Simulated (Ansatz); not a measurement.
`C=C([SiH3])[SiH2]O` → `C[SiH]1CO[SiH2]1`  (isomerisation)

Gas-phase electronic energies from Ansatz, PBE0-D4/def2-TZVP geometries. CCSD(T)/CBS adds triple-zeta CCSD(T) − MP2 to the extrapolated MP2 energy (def2 sets, frozen cores). Functionals use def2-TZVPP. B3LYP here is the variant with VWN-RPA as its local correlation; programs differ in this. Each species was taken in one conformer, which may not be the lowest.

| level | ΔE (kcal/mol) |
| --- | --- |
| r2SCAN-D4 | 4.3 |
| B3LYP-D4 | 8.0 |
| PBE | 1.0 |
| PBE0 | 1.3 |
| HF/def2-TZVPP | 14.1 |
| SCS-MP2/def2-TZVPP | 9.9 |
| CCSD(T)/def2-TZVPP | 8.4 |
| CCSD/CBS(def2) | 8.5 |

Task: What does CCSD(T)/CBS give? (Best estimate.)

Result: Computed: +8.2 kcal/mol. The listed levels differ from it by -3.9, -0.2, -7.2, -6.9, 5.9, 1.7, 0.2, 0.3 kcal/mol.

Largest T1 diagnostic among the species: 0.012.

In def2-TZVPP, CCSD(T) changes the Hartree–Fock value by −5.7 kcal/mol (the triples alone add −0.2 kcal/mol) and MP2 by −5.5 kcal/mol.
